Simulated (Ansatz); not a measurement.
Bond stretch in AlH, singlet.

- RKS-PBE = restricted PBE/cc-pVDZ in Ansatz (an electronic-structure program)
- UKS-PBE = unrestricted PBE/cc-pVDZ (Ansatz)
- RKS-B3LYP = restricted B3LYP/cc-pVDZ (Ansatz)
- FCI = full CI/cc-pVDZ, frozen core (Ansatz)

Energies relative to the lowest point of each curve near equilibrium, in eV; the last columns give the error against full CI:

| R / Å | RKS-PBE | UKS-PBE | RKS-B3LYP | FCI | RKS-PBE − FCI | UKS-PBE − FCI | RKS-B3LYP − FCI |
|---|---|---|---|---|---|---|---|
| 1.25 | 1.636 | 1.636 | 1.558 | 1.532 | 0.104 | 0.104 | 0.026 |
| 1.35 | 0.842 | 0.842 | 0.782 | 0.750 | 0.092 | 0.092 | 0.032 |
| 1.40 | 0.573 | 0.573 | 0.522 | 0.491 | 0.082 | 0.082 | 0.031 |
| 1.50 | 0.218 | 0.218 | 0.186 | 0.163 | 0.055 | 0.055 | 0.023 |
| 1.59 | 0.056 | 0.056 | 0.041 | 0.029 | 0.027 | 0.027 | 0.012 |
| 1.66 | 0.005 | 0.005 | 0.002 | 0.000 | 0.005 | 0.005 | 0.002 |
| 1.68 | 0.000 | 0.000 | 0.000 | 0.001 | -0.001 | -0.001 | -0.001 |
| 1.80 | 0.039 | 0.039 | 0.058 | 0.078 | -0.039 | -0.039 | -0.020 |
| 1.82 | 0.055 | 0.055 | 0.077 | 0.100 | -0.045 | -0.045 | -0.022 |
| 1.93 | 0.177 | 0.177 | 0.215 | 0.252 | -0.075 | -0.075 | -0.038 |
| 2.06 | 0.372 | 0.372 | 0.427 | 0.479 | -0.107 | -0.107 | -0.052 |
| 2.24 | 0.690 | 0.690 | 0.766 | 0.829 | -0.138 | -0.138 | -0.063 |
| 2.48 | 1.137 | 1.137 | 1.237 | 1.294 | -0.157 | -0.157 | -0.057 |
| 2.74 | 1.601 | 1.601 | 1.725 | 1.747 | -0.146 | -0.146 | -0.022 |
| 2.98 | 1.987 | 1.987 | 2.132 | 2.093 | -0.106 | -0.106 | 0.039 |
| 3.30 | 2.426 | 2.379 | 2.601 | 2.439 | -0.013 | -0.060 | 0.161 |
| 3.74 | 2.893 | 2.673 | 3.110 | 2.723 | 0.170 | -0.050 | 0.387 |
| 4.08 | 3.161 | 2.799 | 3.411 | 2.834 | 0.327 | -0.035 | 0.578 |
| 4.44 | 3.376 | 2.879 | 3.661 | 2.892 | 0.484 | -0.013 | 0.769 |
| 5.00 | 3.605 | 2.932 | 3.941 | 2.927 | 0.679 | 0.005 | 1.014 |
| 5.78 | 3.787 | 2.940 | 4.179 | 2.939 | 0.848 | 0.002 | 1.240 |
| 6.68 | 3.885 | 2.942 | 4.323 | 2.941 | 0.944 | 0.001 | 1.382 |

RKS-PBE is furthest from FCI at 6.68 (0.944 eV, above); its mean absolute error over the points is 0.211 eV.

UKS-PBE is furthest from FCI at 2.48 (-0.157 eV, below); its mean absolute error over the points is 0.061 eV.

RKS-B3LYP is furthest from FCI at 6.68 (1.382 eV, above); its mean absolute error over the points is 0.271 eV.

The restricted form behind RKS-PBE, RKS-B3LYP keeps the bonding electrons paired and can't separate into open-shell fragments. The unrestricted determinant behind UKS-PBE is spin-contaminated at 3.30 to 6.68 Å (<S²> up to 1.0, against 0.00 for a pure singlet).
